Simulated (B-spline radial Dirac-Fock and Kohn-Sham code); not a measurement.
What relativity does to the binding energies of Cd²⁺

System: Cd²⁺, configuration [Kr] 4d10.

Both columns are ΔSCF binding energies of the configuration average from a radial finite-basis atomic code: non-relativistic Hartree-Fock with a point nucleus, and Dirac-Fock with a finite nucleus and the Coulomb interaction alone, averaged over the two j levels with weights 2j+1.

| shell | Hartree-Fock (eV) | Dirac-Fock (eV) | shift (eV) | shift (%) |
| --- | --- | --- | --- | --- |
| 1s | 25952.8 | 26822.3 | +869.45 | +3.35 |
| 2s | 3849.5 | 4060.8 | +211.30 | +5.49 |
| 2p | 3575.5 | 3636.0 | +60.42 | +1.69 |
| 3s | 758.3 | 802.2 | +43.86 | +5.78 |
| 3p | 646.2 | 659.5 | +13.40 | +2.07 |
| 3d | 440.1 | 434.3 | -5.78 | -1.31 |
| 4s | 135.4 | 143.7 | +8.34 | +6.16 |
| 4p | 98.05 | 100.3 | +2.27 | +2.32 |
| 4d | 36.69 | 36.09 | -0.61 | -1.65 |

Relativity binds 1s, 2s, 2p, 3s, 3p, 4s, 4p more strongly, among those listed most of all 4s in relative terms, and 3d, 4d more weakly, because the contracted s and p shells screen the nucleus better.

Values without a named source are computed, but for edge energies of neutral atoms, which are taken from tables.
